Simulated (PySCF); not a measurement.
C4H7O2, SMILES C1CO[CH]CO1, multiplicity 2. Atoms are numbered in the order given.

```xyz
13

C      0.5858     1.2716     0.1036
C      1.3997     0.0447    -0.1701
O      0.6342    -1.0027    -0.7579
C     -0.5231    -1.2440     0.0216
C     -1.3921     0.0061     0.0852
O     -0.6668     1.1161     0.6307
H      1.0739     2.1960     0.4526
H      1.8637    -0.3423     0.7855
H      2.2361     0.2801    -0.8598
H     -1.0800    -2.0765    -0.4548
H     -0.2431    -1.5595     1.0595
H     -1.7340     0.2682    -0.9423
H     -2.2773    -0.1432     0.7351
```
Charge 0, spin multiplicity 2.

Geometry optimised at PBE-D3(BJ)/def2-SVP. The isomer is the one that the SMILES or the coordinates give; other isomers of the formula were not compared. Other conformers were not sampled.

The numbers are results of PBE/pcH-1 (PySCF), not measurements.

Unrestricted Kohn–Sham, ⟨S²⟩ = 0.753. Hyperfine tensors hold the contact and dipolar terms, without spin-orbit corrections.

Question: Estimate the hyperfine couplings. (The exact figures need the calculation; the answer reports its results.)

Answer: 
| nucleus | A(iso) (MHz) | A(iso) (G) | dipolar principal values (MHz) |
|---|---|---|---|
| 13C no. 1 | 142.4 | 50.8 | -70.3, -69.5, 139.7 |
| 13C no. 2 | -16.6 | -5.9 | -3.9, -2.6, 6.5 |
| 17O no. 3 | -10.1 | -3.6 | -2.8, 0.9, 1.9 |
| 13C no. 4 | 9.3 | 3.3 | -1.1, -0.2, 1.3 |
| 13C no. 5 | 7.7 | 2.7 | -2.2, -1.0, 3.2 |
| 17O no. 6 | -11.0 | -3.9 | -63.0, 30.3, 32.7 |
| 1H no. 7 | -41.3 | -14.7 | -30.3, -3.0, 33.3 |
| 1H no. 8 | 116.7 | 41.6 | -5.1, -1.8, 6.9 |
| 1H no. 9 | 26.1 | 9.3 | -6.3, -4.0, 10.3 |
| 1H no. 10 | -0.9 | -0.3 | -1.4, -1.3, 2.7 |
| 1H no. 11 | -0.7 | -0.2 | -2.5, -1.3, 3.8 |
| 1H no. 12 | 11.7 | 4.2 | -4.5, -3.0, 7.5 |
| 1H no. 13 | -2.3 | -0.8 | -3.2, -2.6, 5.8 |
